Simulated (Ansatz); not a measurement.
`[CH3][Sb]1[CH2]O[CH2]1`, charge 0, multiplicity 1.

**Question.** Give a relaxed structure at PBE0-D4/def2-TZVP (the Gaussian-basis code of Ansatz). (An estimate is asked.)

**Answer.** Computed: 
Z-matrix (Å, degrees):
```
C
Sb 1 2.156
H 1 1.091 2 109.7
H 1 1.091 2 109.7 3 119.2
H 1 1.090 2 109.1 3 -120.4
C 2 2.191 1 93.0 3 151.4
C 2 2.191 1 93.0 3 89.4
O 6 1.421 2 94.0 1 -77.7
H 6 1.092 2 117.0 1 38.1
H 6 1.096 2 112.5 1 166.5
H 7 1.092 2 117.0 1 -38.1
H 7 1.096 2 112.5 1 -166.5
```
Point group Cs.
This is one stationary point; other conformers may exist.
